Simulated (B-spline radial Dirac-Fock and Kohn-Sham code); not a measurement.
**Subshell cross sections of Pt⁴⁺, photon energy 400 eV**

System: Pt⁴⁺, [Xe] 4f14 5d4 6s2 (not the ground configuration).

These are calculated numbers from a B-spline atomic structure program; the model is independent-particle photoionisation in a Dirac-Hartree-Slater potential with a Latter tail, all multipoles, thresholds from Dirac-Fock ΔSCF. The asymmetry parameter β is from the dipole term alone. Kinetic energies are from the vacuum level. Open shells are spread statistically over j, without multiplet splitting.

```
subshell  electrons  binding (eV)  kinetic (eV)  σ (kb)      β
   4d5/2          6         390.7          9.35     231  -0.17
   4f5/2          6         145.8         254.2    1880   0.47
   4f7/2          8         142.5         257.5    2490   0.49
      5s          2         177.0         223.0    41.0   1.73
   5p1/2          2         135.9         264.1    26.6   0.45
   5p3/2          4         119.9         280.1    92.5   0.65
   5d3/2        1.6         66.46         333.5    21.3   0.04
   5d5/2        2.4         64.62         335.4    34.5   0.35
      6s          2         48.98         351.0    9.41   1.79
```

Branching ratios of the spin-orbit partners (statistical value in brackets): 4f 1.32 (1.33), 5p 3.48 (2.00), 5d 1.62 (1.50).
